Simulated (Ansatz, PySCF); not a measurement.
CH4 (SMILES C) and GeH4 (SMILES [GeH4]) are pulled apart as rigid monomers along the line of their centres of mass, from the B3LYP-D3(BJ)/def2-TZVP minimum. Starting geometry (charge 0, multiplicity 1):
| atom | x (Å) | y (Å) | z (Å) |
|---|---|---|---|
| C | 0.1015 | -0.0687 | -0.2031 |
| H | -0.5746 | -0.8458 | 0.1501 |
| H | 0.1650 | -0.1093 | -1.2895 |
| H | -0.2748 | 0.9066 | 0.1021 |
| H | 1.0908 | -0.2266 | 0.2240 |
| Ge | -0.1015 | 0.0687 | 3.6022 |
| H | 0.5099 | 1.3786 | 3.0851 |
| H | -0.1973 | 0.1197 | 5.1348 |
| H | 0.7870 | -1.1118 | 3.1853 |
| H | -1.5061 | -0.1115 | 3.0090 |

Interaction energies with rigid monomers; basis-set methods are counterpoise corrected unless marked otherwise.

Correlated levels freeze the cores. Filled d and f shells under p-block atoms count as core. Rows in 3-21G, 6-31G* carry no dispersion term and start afresh at each structure (6-31G* with six Cartesian d functions); the Pople sets are all-electron and without relativity.

Programs: Ansatz (Gaussian orbitals); PySCF for 3-21G rows, 6-31G* rows, the dispersion terms. 

| C1···Ge6 (Å) | B3LYP/3-21G (no counterpoise) (kcal/mol) | B3LYP/6-31G* (no counterpoise) (kcal/mol) | B3LYP-D4/def2-TZVPPD (kcal/mol) | M06-2X/6-31G* (no counterpoise) (kcal/mol) | SCS-MP2/aug-cc-pVDZ (kcal/mol) |
|---|---|---|---|---|---|
| 3.43 | 0.56 | 1.50 | -0.03 | -1.00 | 0.70 |
| 3.81 | -0.32 | 0.35 | -0.76 | … | -0.30 |
| 4.39 | -0.26 | 0.00 | -0.52 | -0.58 | -0.34 |
| 5.34 | -0.04 | … | -0.15 | -0.17 | -0.13 |
| 6.86 | 0.00 | 0.00 | -0.03 | -0.01 | -0.03 |

**Question.** Complete the blanks.

**Answer.** 
- 5.34, B3LYP/6-31G* (no counterpoise) (kcal/mol): -0.04
- 3.81, M06-2X/6-31G* (no counterpoise) (kcal/mol): -1.06

Ansatz is a first-principles code.
